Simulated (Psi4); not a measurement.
Pair of molecules, SMILES F with SMILES C=C (the first has 2 atoms); geometry from B3LYP-D3(BJ)/def2-TZVP.
(charge 0, multiplicity 1):
```xyz
8

F     -0.23389     0.85647     0.58511
H     -0.16840     0.55536     1.46868
C     -0.54357     0.24784     3.64206
C      0.49854    -0.50612     3.30930
H     -0.42092     1.26748     3.98679
H     -1.55788    -0.12922     3.59111
H      0.37646    -1.52877     2.97338
H      1.51346    -0.13203     3.36911
```

Calculation: Psi4 1.11 with SAPT0/jun-cc-pV(D+d)Z.

**Question.** Give the four SAPT terms and the total, and say what mostly holds the pair together.

**Answer.** electrostatics -7.38, exchange 8.69, induction -3.75, dispersion -1.82, total -4.27 kcal/mol; the largest attraction is electrostatics.
